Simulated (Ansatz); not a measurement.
Reaction (hydrogen abstraction from the O–H bond): `N[Si](O)(F)F` + `[CH3]`• → `N[Si]([O])(F)F`• + CH₄

Gas-phase electronic energies from Ansatz, PBE0-D4/def2-TZVP geometries. CCSD(T)/CBS adds triple-zeta CCSD(T) − MP2 to the extrapolated MP2 energy (def2 sets, frozen cores). This one scheme is used for every species. DFT in def2-TZVPP. B3LYP here is the variant with VWN-RPA as its local correlation; programs differ in this. Open shells (•) are unrestricted, without spin–orbit coupling. Each species was taken in one conformer, which may not be the lowest.

```json
{"level": "B3LYP", "ΔE (eV)": "0.44"}
{"level": "MP2/def2-SVP", "ΔE (eV)": "0.89"}
```

**Question.** What does CCSD(T)/CBS give? (An estimate is asked.)

**Answer.** The calculation gave: +0.78 eV. The listed levels differ from it by -0.34, 0.11 eV.

Largest T1 diagnostic among the species: 0.023.

From BLYP to BHLYP (50 % exact exchange), in def2-TZVPP and without D4, ΔE moves by +0.37 eV. In def2-TZVPP, CCSD(T) changes the Hartree–Fock value by +0.22 eV (the triples alone add −0.01 eV) and MP2 by +0.53 eV. Leaving LDA and LC-ωPBE aside and taking each functional with its dispersion term where it has one, the values, not all of them listed here, spread over 0.54 eV, from BLYP-D4 to PBE-QIDH. LDA lies +0.09 eV from PBE without D4.
